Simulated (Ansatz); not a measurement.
Si3Au⁺, relaxed as a singlet with RKS r2SCAN-D4/def2-SVP in Ansatz, starting from the GFN2-xTB geometry. Force threshold 0.02 eV/Å.

In the def2 sets Au takes a core potential; there is no spin–orbit coupling. The structure comes from a short search, and lower isomers may exist.

Start:

```xyz
4

Au   -0.615    0.315   -0.956
Si   -1.863    0.964   -2.916
Si    0.669   -0.347    1.037
Si    1.809   -0.932    2.834
```

Estimate the energy that the relaxation releases and the steps that it takes.

293.5 kJ/mol, in 26 steps; 2.3 min on 4 threads of Arm Neoverse V2 on a shared host. The force fell under the threshold at step 14, but the optimiser went on and released 2.702 eV more. No frequencies were taken in this run, so the end may be a saddle point.

Does the start keep its bonding and symmetry?

Bonds formed: Au1–Si4, Si2–Si4 (atoms count from 1). Point group C∞v at the start, C2v at the end, both within 0.05 Å.

Predict the relaxed structure.


```xyz
4

Au   -1.1970   -0.4157   -0.5100
Si    0.2531    1.2912   -1.4525
Si   -0.1259   -1.2475    1.5062
Si    1.0698    0.3721    0.4563
```
Bond lengths: 3 × Au–Si 2.43 to 2.59 Å; 2 × Si–Si 2.27 Å.
